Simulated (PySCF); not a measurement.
From computed data to an observable: oscillator strength and radiative lifetime

BeH2OSe, SMILES [OH][Be][SeH].

Geometry optimised at TPSSh-D3(BJ)/def2-TZVP. The geometry has at least one imaginary mode, so it is a saddle point at that level. Other conformers were not sampled.

TDDFT-PBE0/def2-SVPD in PySCF 2.14.0 puts the first singlet state with f over 0.02 at 5.23 eV (vertical), with the transition dipole (0.000, 0.000, -0.507) in atomic units.

**Question.** Find the oscillator strength, the wavelength and the radiative lifetime that this transition would have in vacuum if emission retraced absorption.

**Answer.** 
|μ|² = 0.2570 au, so |μ| = 1.29 D. ΔE = 5.23/27.211 = 0.1922 hartree. f = (2/3) ΔE |μ|² = 0.033 (the program prints 0.033).
λ = 1239.84/5.23 = 237 nm; ν = 42183 cm⁻¹.
Einstein's coefficient A = 0.6670 ν² f s⁻¹ (ν in cm⁻¹) = 3.9e7 s⁻¹, so τ = 1/A = 26 ns. This state is S1. The figure is the radiative limit of this one transition; relaxation, internal conversion, crossing to triplets and a medium change what is measured.
